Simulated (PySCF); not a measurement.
**Spinor energies of Lu⁺ (lutetium, charge +1)**

Start: [Xe] 4f14 6s2. Calculated with PySCF 2.14 in x2c-TZVPall-2c with one added diffuse shell each of s, p, d type (12s12p11d2f1g, 126 functions): generalised Hartree-Fock with the X2C-1e Hamiltonian and a Gaussian nucleus; one run each with spin-orbit coupling (SO) switched off, then screened by Boettger's factors.

| spinor shell | electrons | ε, spin-free (eV) | ε, screened SO (eV) | weight of nominal j (screened SO) | rms radius, screened SO (bohr) |
| --- | --- | --- | --- | --- | --- |
| 1s1/2 | 2 | -63658.5 | -63641.8 | 1.000 | 0.0219 |
| 2s1/2 | 2 | -10978.7 | -10973.6 | 1.000 | 0.0884 |
| 2p1/2 | 2 | -9659.3 | -10454.4 | 1.000 | 0.0754 |
| 2p3/2 | 4 | -9659.3 | -9331.4 | 1.000 | 0.0825 |
| 3s1/2 | 2 | -2553.0 | -2551.4 | 1.000 | 0.227 |
| 3p1/2 | 2 | -2149.9 | -2321.9 | 1.000 | 0.218 |
| 3p3/2 | 4 | -2149.9 | -2077.9 | 1.000 | 0.232 |
| 3d3/2 | 4 | -1661.9 | -1692.8 | 1.000 | 0.206 |
| 3d5/2 | 6 | -1661.9 | -1640.0 | 1.000 | 0.210 |
| 4s1/2 | 2 | -544.78 | -544.34 | 1.000 | 0.509 |
| 4p1/2 | 2 | -410.03 | -449.49 | 1.000 | 0.520 |
| 4p3/2 | 4 | -410.03 | -393.50 | 1.000 | 0.552 |
| 4d3/2 | 4 | -230.91 | -237.06 | 1.000 | 0.585 |
| 4d5/2 | 6 | -230.91 | -226.52 | 1.000 | 0.597 |
| 5s1/2 | 2 | -82.649 | -82.602 | 1.000 | 1.26 |
| 5p1/2 | 2 | -47.834 | -53.104 | 1.000 | 1.41 |
| 5p3/2 | 4 | -47.834 | -45.674 | 1.000 | 1.53 |
| 4f5/2 | 6 | -31.460 | -32.222 | 1.000 | 0.790 |
| 4f7/2 | 8 | -31.460 | -30.653 | 1.000 | 0.800 |
| 6s1/2 | 2 | -12.775 | -12.780 | 1.000 | 3.63 |

| quantity | spin-free | screened SO |
| --- | --- | --- |
| E (hartree) | -14552.22950 | -14566.66464 |
| M_J | 0 | 0 |
| ⟨J²⟩ | 0.000 | 0.000 |
| ⟨L²⟩ | 0.000 | 0.108 |
| ⟨S²⟩ | 0.000 | 0.108 |

Breit and QED terms are absent; they matter most for the inner s and p1/2 levels.

Densities and radii are taken from the X2C orbitals without a picture-change correction, which distorts them close to the nucleus.

Without spin-orbit coupling the j labels of p, d and f shells carry no meaning; the spin-free column gives the mean over the occupied spinors of each nl shell.
